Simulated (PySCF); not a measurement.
S4, SMILES [S](=S)[S]=S (connectivity only; charge and spin as stated), neutral, multiplicity 1.

Geometry optimised at ωB97X-D3(BJ)/def2-SVP. Other conformers were not sampled.

The numbers are results of PySCF with PBE/def2-TZVPD, not measurements.

Symmetry labels are those of the subgroup C2v that the program uses (full group C2v).

Computed valence orbital energies around the gap with their symmetry:
| orbital | symmetry | energy (eV) |
|---|---|---|
| HOMO−7 | A1 | -11.32 |
| HOMO−6 | A1 | -10.46 |
| HOMO−5 | B1 | -10.02 |
| HOMO−4 | B2 | -9.18 |
| HOMO−3 | A2 | -8.32 |
| HOMO−2 | A1 | -6.69 |
| HOMO−1 | B2 | -6.42 |
| HOMO | B1 | -6.09 |
| LUMO | A2 | -4.69 |
| LUMO+1 | A1 | -2.30 |
| LUMO+2 | B2 | -2.14 |
| LUMO+3 | B2 | -0.35 |
